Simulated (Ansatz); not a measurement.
Several settings on one geometry of (CuH)3 ring (Cu3H3) (that of the charge 0 singlet, PBE-D4/def2-SVP). Ansatz on 4 threads of Intel Xeon on a shared host; times are rough.

```xyz
6

Cu    0.587    1.189    0.199
H    -1.058    1.554    0.205
Cu   -1.337   -0.087   -0.054
H    -0.828   -1.677   -0.281
Cu    0.750   -1.102   -0.145
H     1.886    0.123    0.076
```

Totals from different functionals, basis sets or treatments of relativity can't be compared as stabilities.

Task: Give the basis size and estimate the energy, ⟨S²⟩, dipole and time of these runs.

| run | method | charge | state | further keys |
| --- | --- | --- | --- | --- |
| 1 | RKS rPW86-PBE-D3(BJ)/def2-SVPD | 0 | singlet | scf: {omitted_lower_state_checks: [starts]} |
| 2 | RKS CAM-B3LYP/def2-TZVPD | 0 | singlet | scf: {omitted_lower_state_checks: [starts]}; forces asked |
| 3 | UKS ωB97/cc-pVDZ | 0 | singlet | forces asked |
| 4 | RKS RPBE/def2-TZVPD | 0 | singlet | scf: {omitted_lower_state_checks: [starts]}; forces asked |

Result: 
| run | functions | energy (Eh) | ⟨S²⟩ | dipole (D) | wall time |
| --- | --- | --- | --- | --- | --- |
| 1 | 126 | -4925.0564 | – | – | 6.5 s |
| 2 | 171 | -4923.7228 | – | 0.00 | 17 s |
| 3 | 144 | -4923.9476 | 0.00 | 0.00 | 28 s |
| 4 | 171 | -4923.2914 | – | 0.00 | 6 s |
